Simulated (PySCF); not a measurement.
WO2F, SMILES [O]=[W](=[O])[F] (connectivity only; charge and spin as stated), neutral, multiplicity 2. The structure is a stationary point at r2SCAN-D4/def2-TZVP. The multiplicity is an assumed one; other spin states were not compared. The isomer is the one that the SMILES or the coordinates give; other isomers of the formula were not compared. The def2 effective core potentials stand for the cores of W; spin–orbit coupling is left out.

All values below come from r2SCAN-D4/def2-TZVP in PySCF 2.14.0.

Harmonic wavenumbers (cm⁻¹): 133, 208, 333, 688, 994, 1040. Rotational constants (GHz): 7.453, 5.280, 3.308; symmetry number 1.

Task: Work out the zero-point energy and the ideal-gas rigid-rotor harmonic-oscillator thermochemistry at 298.15 K and 1 atm.

Result: ZPE = ½ Σ hcν = ½ × 3396 cm⁻¹ = 20.31 kJ/mol. H − E(el) = 34.92 kJ/mol. Entropy in J/(mol K): translation 176.83, rotation 105.92, vibration 28.08, spin 5.76, total 316.59. G − E(el) = -59.47 kJ/mol. Cp = 62.25 J/(mol K). Modes under 150 cm⁻¹ make the vibrational entropy uncertain.
